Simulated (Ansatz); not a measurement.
Consider the hydrogenolysis of the Sb–N bond: `[NH2][SbH][SiH3]` + H₂ → `[SiH3][SbH2]` + NH₃.

Gas-phase electronic energies from Ansatz, PBE0-D4/def2-TZVP geometries. CBS: MP2 limit from def2 TZ/QZ plus the TZ coupled-cluster correction, frozen cores. This one scheme is used for every species. DFT in def2-TZVPP. def2 core potentials past Kr. For Sb outer-core shells are correlated without core-valence functions, which leaves a few kJ/mol of doubt a bond. One conformer a species, not always the lowest.

CCSD(T)/CBS gives -0.51 eV.

(1) Another level gave -0.56 eV. Which?
A. MP2/def2-TZVPP
B. HF/def2-TZVPP
C. CCSD/def2-TZVPP
D. B97M-V/def2-TZVPP

Largest T1 diagnostic among the species: 0.014.

Answers

(1) D. B97M-V -0.56, MP2/def2-TZVPP -0.50, HF/def2-TZVPP -0.75, CCSD/def2-TZVPP -0.62 eV.

From PBE to PBE0 (25 % exact exchange), in def2-TZVPP and without D4, ΔE moves by −0.08 eV. Leaving LDA and LC-ωPBE aside and taking each functional with its dispersion term where it has one, the values, not all of them listed here, spread over 0.18 eV, from PBE-QIDH to BLYP-D4. LDA lies −0.04 eV from PBE without D4.
